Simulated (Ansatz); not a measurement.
Cost and result for the atomization energy of CH5GeO2 (`[CH3][Ge]([OH])[OH]`) radical (9 atoms, 8 bonds).

```xyz
9

C    -0.054   -0.221    1.426
Ge   -0.466    0.412   -0.373
O    -0.730   -1.085   -1.322
O     1.030    1.234   -0.922
H     0.840   -0.844    1.352
H     0.139    0.624    2.085
H    -0.884   -0.813    1.810
H    -0.837   -0.937   -2.264
H     0.962    1.630   -1.793
```

Total charge 0; spin multiplicity 2. Correlated methods include outer-core shells of Ge, which these sets cover unevenly. Scalar relativity is left out up to krypton. Geometry: relaxed with PBE0-D4/def2-TZVP. It is one conformer, not always the lowest. Program: Ansatz. All runs use 4 threads of an Arm Neoverse V1 on a shared host. Times are those of one run each, without the atoms' runs, and a repeat can differ threefold. Electronic energies, without spin–orbit coupling; frozen cores. CCSD(T)/CBS adds CCSD(T) − MP2 in def2-TZVPP to the MP2 limit, and its time is that of the two runs behind it. T1 = 0.014; ⟨S²⟩ of the reference is 0.76. With those shells the extrapolation isn't a true limit. B3LYP takes the VWN-RPA correlation (the form of Gaussian; ORCA's B3LYP/G).

CCSD(T)/CBS is a level of theory with its own doubt, some kJ/mol a heavy atom from the limit and from the frozen cores, so smaller differences don't rank the functionals.

```
                            level  functions  wall time
           LDA (SPW92)/def2-TZVPP        211      1.5 s
               BLYP-D4/def2-TZVPP        211      2.7 s
               PBE0-D4/def2-TZVPP        211      4.1 s
              BHLYP-D4/def2-TZVPP        211      4.4 s
B3LYP-D4/def2-TZVPP (with forces)        211      4.8 s
                B2PLYP/def2-TZVPP        211      6.5 s
            r2SCANh-D4/def2-TZVPP        211      7.5 s
               ωB97X-V/def2-TZVPP        211       11 s
                B97M-V/def2-TZVPP        211       12 s
                 CCSD(T)/def2-SVP         99       19 s
                   MP2/def2-QZVPP        410       26 s
               CCSD(T)/def2-TZVPP        211    7.8 min
                CCSD(T)/CBS(def2)          –    8.3 min
```

Question: What atomization energy does each give, and how far from CCSD(T)/CBS? (Estimate.)

Answer: Ansatz gave: 
| level | atomization (kcal/mol) | difference from CCSD(T)/CBS | per bond |
| --- | --- | --- | --- |
| LDA (SPW92)/def2-TZVPP | 883.5 | 117.6 | 14.7 |
| BLYP-D4/def2-TZVPP | 763.2 | -2.7 | -0.3 |
| PBE0-D4/def2-TZVPP | 758.0 | -7.9 | -1.0 |
| BHLYP-D4/def2-TZVPP | 730.6 | -35.3 | -4.4 |
| B3LYP-D4/def2-TZVPP (with forces) | 759.7 | -6.2 | -0.8 |
| B2PLYP/def2-TZVPP | 754.8 | -11.1 | -1.4 |
| r2SCANh-D4/def2-TZVPP | 760.0 | -5.9 | -0.7 |
| ωB97X-V/def2-TZVPP | 763.7 | -2.2 | -0.3 |
| B97M-V/def2-TZVPP | 763.8 | -2.1 | -0.3 |
| CCSD(T)/def2-SVP | 708.6 | -57.3 | -7.2 |
| MP2/def2-QZVPP | 773.9 | 8.0 | 1.0 |
| CCSD(T)/def2-TZVPP | 746.3 | -19.6 | -2.4 |
| CCSD(T)/CBS(def2) | 765.9 | 0.0 | 0.0 |

From PBE to PBE0 (25 % exact exchange), in def2-TZVPP and without D4, the atomization energy moves by −19.4 kcal/mol: exact exchange takes away binding that semilocal exchange gives to molecules. At CCSD(T), def2-SVP lies −57.3 kcal/mol from the extrapolated value and def2-TZVPP −19.6 kcal/mol: correlation converges slowly with the basis, and small sets miss more of it in the bonded molecule than in its fragments. In def2-TZVPP, CCSD(T) changes the Hartree–Fock value by +214.3 kcal/mol (the triples alone add +12.7 kcal/mol) and MP2 by +230.3 kcal/mol; breaking electron pairs costs correlation energy, which Hartree–Fock lacks.
